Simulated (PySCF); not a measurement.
C$_{4}$H$_{10}$Mg (SMILES C[CH2][Mg][CH2]C), singlet, geometry from GFN2-xTB (such geometries of metal compounds can be far from the true shape); CASSCF(4,4)/STO-3G in PySCF.

Here is a job for PySCF.
```python
from pyscf import gto, scf, mcscf
import numpy

mol = gto.Mole()
mol.atom = '''
    Mg    0.800972   -0.459429   -0.341867
    C    -0.517399   -0.538120    1.345530
    C    -0.086310   -1.501518    2.447624
    H    -1.515949   -0.828396    0.990532
    H    -0.616978    0.468929    1.771717
    H     0.885966   -1.218848    2.856578
    H    -0.018624   -2.523992    2.069886
    H    -0.803577   -1.504335    3.277370
    C     0.333296    0.813492   -1.998128
    C    -0.687290    1.787759   -1.427743
    H    -0.123694    0.262545   -2.828726
    H     1.179743    1.375528   -2.406519
    H    -0.241827    2.392789   -0.632336
    H    -1.541050    1.247207   -1.008370
    H    -1.069452    2.472051   -2.191423
'''
mol.basis = 'sto-3g'
mol.charge = 0
mol.spin = 0
mol.verbose = 4
mol.build()

mf = scf.RHF(mol)
mf.kernel()
mc = mcscf.CASSCF(mf, 4, 4)
mc.fix_spin_(ss=0.0)
mc.kernel()
occ = numpy.linalg.eigvalsh(mc.fcisolver.make_rdm1(mc.ci, mc.ncas, mc.nelecas))[::-1]
ss = mc.fcisolver.spin_square(mc.ci, mc.ncas, mc.nelecas)[0]
print('natural occupations', occ.round(4), ' <S^2>', round(ss, 4))
```

What the program printed (banner, timings and long lists left out):

```
PySCF version 2.14.0

[INPUT] verbose = 4
[INPUT] num. atoms = 15
[INPUT] num. electrons = 46
[INPUT] charge = 0
[INPUT] spin (= nelec alpha-beta = 2S) = 0
[INPUT] symmetry False subgroup None
[INPUT] Mole.unit = angstrom
[INPUT] Symbol           X                Y                Z      unit          X                Y                Z       unit  Magmom
[INPUT]  1 Mg     0.800972000000  -0.459429000000  -0.341867000000 AA    1.513617713445  -0.868194983683  -0.646035001027 Bohr   0.0
[INPUT]  2 C     -0.517399000000  -0.538120000000   1.345530000000 AA   -0.977742407124  -1.016899422151   2.542683192386 Bohr   0.0
[INPUT]  3 C     -0.086310000000  -1.501518000000   2.447624000000 AA   -0.163102261811  -2.837457791105   4.625339015912 Bohr   0.0
[INPUT]  4 H     -1.515949000000  -0.828396000000   0.990532000000 AA   -2.864728428808  -1.565441562685   1.871834197618 Bohr   0.0
[INPUT]  5 H     -0.616978000000   0.468929000000   1.771717000000 AA   -1.165919444882   0.886147381866   3.348059900236 Bohr   0.0
[INPUT]  6 H      0.885966000000  -1.218848000000   2.856578000000 AA    1.674233095676  -2.303288907474   5.398150073458 Bohr   0.0
[INPUT]  7 H     -0.018624000000  -2.523992000000   2.069886000000 AA   -0.035194259344  -4.769653620593   3.911517649071 Bohr   0.0
[INPUT]  8 H     -0.803577000000  -1.504335000000   3.277370000000 AA   -1.518540450000  -2.842781149598   6.193331708866 Bohr   0.0
[INPUT]  9 C      0.333296000000   0.813492000000  -1.998128000000 AA    0.629838158413   1.537277084525  -3.775914681825 Bohr   0.0
[INPUT] 10 C     -0.687290000000   1.787759000000  -1.427743000000 AA   -1.298789868152   3.378374886726  -2.698043246265 Bohr   0.0
[INPUT] 11 H     -0.123694000000   0.262545000000  -2.828726000000 AA   -0.233747783252   0.496138145374  -5.345517421436 Bohr   0.0
[INPUT] 12 H      1.179743000000   1.375528000000  -2.406519000000 AA    2.229391167373   2.599371196671  -4.547661823562 Bohr   0.0
[INPUT] 13 H     -0.241827000000   2.392789000000  -0.632336000000 AA   -0.456986799525   4.521715883872  -1.194941858703 Bohr   0.0
[INPUT] 14 H     -1.541050000000   1.247207000000  -1.008370000000 AA   -2.912162444261   2.356879650640  -1.905543132228 Bohr   0.0
[INPUT] 15 H     -1.069452000000   2.472051000000  -2.191423000000 AA   -2.020971383368   4.671499355957  -4.141189293073 Bohr   0.0

nuclear repulsion = 189.425086588076
number of shells = 27
number of NR pGTOs = 117
number of NR cGTOs = 39
basis = sto-3g
ecp = {}

******** <class 'pyscf.scf.hf.RHF'> ********
method = RHF
initial guess = minao
damping factor = 0
level_shift factor = 0
DIIS = <class 'pyscf.scf.diis.CDIIS'>
diis_start_cycle = 1
diis_space = 8
diis_damp = 0
SCF conv_tol = 1e-09
SCF conv_tol_grad = None
SCF max_cycles = 50
direct_scf = True
direct_scf_tol = 1e-13
Set gradient conv threshold to 3.16228e-05
Initial guess from minao.
init E= -352.663537519933
  HOMO = -0.196648057824932  LUMO = 0.103360218660831  gap/eV = 8.16364
cycle= 1 E= -352.49342626901  delta_E= 0.17  |g|= 0.33  |ddm|= 4.35
  HOMO = -0.162087104613742  LUMO = 0.300022084200928  gap/eV = 12.57463
cycle= 2 E= -352.534297970436  delta_E= -0.0409  |g|= 0.0813  |ddm|= 0.585
  HOMO = -0.211127709264585  LUMO = 0.288930192992999  gap/eV = 13.60727
cycle= 3 E= -352.537908486122  delta_E= -0.00361  |g|= 0.0292  |ddm|= 0.177
  HOMO = -0.210779587818904  LUMO = 0.285297879286191  gap/eV = 13.49896
cycle= 4 E= -352.538343349388  delta_E= -0.000435  |g|= 0.00312  |ddm|= 0.0675
  HOMO = -0.21042555467292  LUMO = 0.28544912595986  gap/eV = 13.49344
cycle= 5 E= -352.538351580159  delta_E= -8.23e-06  |g|= 0.000768  |ddm|= 0.0088
  HOMO = -0.210652558561295  LUMO = 0.285153584544727  gap/eV = 13.49157
cycle= 6 E= -352.538352021134  delta_E= -4.41e-07  |g|= 9.49e-05  |ddm|= 0.00223
  HOMO = -0.210681488887301  LUMO = 0.285112105059563  gap/eV = 13.49123
cycle= 7 E= -352.538352026418  delta_E= -5.28e-09  |g|= 1.92e-05  |ddm|= 0.000222
  HOMO = -0.210681300055945  LUMO = 0.28511183110748  gap/eV = 13.49122
cycle= 8 E= -352.538352026671  delta_E= -2.53e-10  |g|= 5.81e-06  |ddm|= 4.61e-05
  HOMO = -0.210681059456071  LUMO = 0.285112065463609  gap/eV = 13.49122
Extra cycle  E= -352.538352026702  delta_E= -3.07e-11  |g|= 2.57e-06  |ddm|= 1.39e-05
converged SCF energy = -352.538352026702

******** <class 'pyscf.mcscf.mc1step.CASSCF'> ********
CAS (2e+2e, 4o), ncore = 21, nvir = 14
max_cycle_macro = 50
max_cycle_micro = 4
conv_tol = 1e-07
conv_tol_grad = None
orbital rotation max_stepsize = 0.02
orbital rotation threshold for CI restart = 0.01
augmented hessian ah_max_cycle = 30
augmented hessian ah_conv_tol = 1e-12
augmented hessian ah_linear dependence = 1e-14
augmented hessian ah_level shift = 1e-08
augmented hessian ah_start_tol = 2.5
augmented hessian ah_start_cycle = 3
augmented hessian ah_grad_trust_region = 3
kf_trust_region = 3
kf_interval = 4
ci_response_space = 4
ci_grad_trust_region = 3
with_dep4 0
natorb = False
canonicalization = True
sorting_mo_energy = False
ao2mo_level = 2
internal_rotation = False
******** <class 'pyscf.fci.addons.SpinPenaltyFCISolver'> ********
max. cycles = 50
conv_tol = 1e-08
davidson only = True
linear dependence = 1e-12
level shift = 0.001
max iter space = 12
nroots = 1
pspace_size = 400
spin = None
CASCI E = -352.543294240936  S^2 = 0.0000000
Set conv_tol_grad to 0.000316228
macro iter   1 ( 21 JK    4 micro), CASSCF E = -352.549155341217  dE = -5.86110028e-03  S^2 = 0.0000000
               |grad[o]|=0.0127  |grad[c]|=0.0133  |ddm|=0.0197  |maxRot[o]|=0.313
macro iter   2 ( 21 JK    4 micro), CASSCF E = -352.554311075370  dE = -5.15573415e-03  S^2 = 0.0000000
               |grad[o]|=0.015  |grad[c]|=0.0188  |ddm|=0.0286  |maxRot[o]|=0.249
macro iter   3 ( 21 JK    4 micro), CASSCF E = -352.562192661743  dE = -7.88158637e-03  S^2 = 0.0000000
               |grad[o]|=0.0135  |grad[c]|=0.0156  |ddm|=0.0208  |maxRot[o]|=0.305
macro iter   4 ( 21 JK    4 micro), CASSCF E = -352.567507422192  dE = -5.31476045e-03  S^2 = 0.0000000
               |grad[o]|=0.0143  |grad[c]|=0.00722  |ddm|=0.0108  |maxRot[o]|=0.306
macro iter   5 ( 13 JK    4 micro), CASSCF E = -352.567722831139  dE = -2.15408947e-04  S^2 = 0.0000000
               |grad[o]|=0.00428  |grad[c]|=0.00037  |ddm|=0.00432  |maxRot[o]|=0.0708
macro iter   6 (  3 JK    1 micro), CASSCF E = -352.567722932696  dE = -1.01557134e-07  S^2 = 0.0000000
               |grad[o]|=0.000122  |grad[c]|=4.47e-05  |ddm|=7.77e-05  |maxRot[o]|=0.000674
macro iter   7 (  3 JK    1 micro), CASSCF E = -352.567722933970  dE = -1.27346311e-09  S^2 = 0.0000000
               |grad[o]|=3.92e-05  |grad[c]|=1.3e-05  |ddm|=3.7e-05  |maxRot[o]|=6.35e-05
1-step CASSCF converged in   7 macro (103 JK  22 micro) steps
CASSCF canonicalization
Density matrix diagonal elements [1.97243658 1.96545595 0.04423329 0.01787418]
CASSCF energy = -352.567722933970
CASCI E = -352.567722933970  E(CI) = -3.08787485223013  S^2 = 0.0000000
natural occupations [1.9745 1.9663 0.0428 0.0165]  <S^2> 0.0
```
